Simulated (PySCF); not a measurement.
# How methods differ on the excitation energy of Mn

Mn [Ar] 3d5 4s2 (6S) → Mn [Ar] 3d6 4s1 (6D), as a difference of total energies. Computed with PySCF 2.14 in x2c-TZVPPall with one added diffuse shell each of s, p, d, f type (7s6p5d3f1g, 80 functions), with the spin-free X2C one-electron Hamiltonian (Gaussian nucleus). Correlated levels: valence: [Ar] frozen. The calculations carry no spin-orbit coupling.

```tsv
method	excitation energy (cm⁻¹)
UHF	27282
MP2 (valence)	18228
SCS-MP2 (valence)	18275
CCSD (valence)	20886
CCSD(T) (valence)	20130
```

Errors of the correlated levels include the incompleteness of this basis and the frozen core.

For comparison: 17301 cm⁻¹ (measured; NIST levels, between the centres of gravity of the two terms).
